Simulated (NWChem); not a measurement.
Molecule: C3H5NSSi; SMILES [SiH3]c1cncs1

```xyz
11

Si    -0.0453     2.2264     0.0000
C     -0.1705     0.3618     0.0000
C     -1.3173    -0.4050     0.0000
N     -1.1543    -1.7563     0.0000
C      0.1067    -2.0615     0.0000
S      1.1820    -0.7101     0.0000
H     -1.4383     2.7613     0.0000
H      0.6814     2.7128    -1.2107
H      0.6814     2.7128     1.2107
H     -2.3275     0.0114     0.0000
H      0.4920    -3.0843     0.0000
```
Atoms are numbered in this order, from 1.

All runs: NWChem. Pople sets run with spherical d functions. All runs use the structure optimised with PBE0/def2-SVP. Vertical excitations in the gas phase.

Q: What does the run give for PBE/6-31+G*, TDA? Quantities: lowest excitation, singlet (eV); oscillator strength of that lowest state; lowest state with f > 0.02, singlet (eV); oscillator strength of that bright state; orbital gap (eV).

A: 
```json
{
 "lowest excitation, singlet (eV)": "4.70",
 "oscillator_strength_of_that_lowest_state": "0.000",
 "lowest state with f > 0.02, singlet (eV)": "5.53",
 "oscillator_strength_of_that_bright_state": "0.117",
 "orbital gap (eV)": "4.34"
}
```
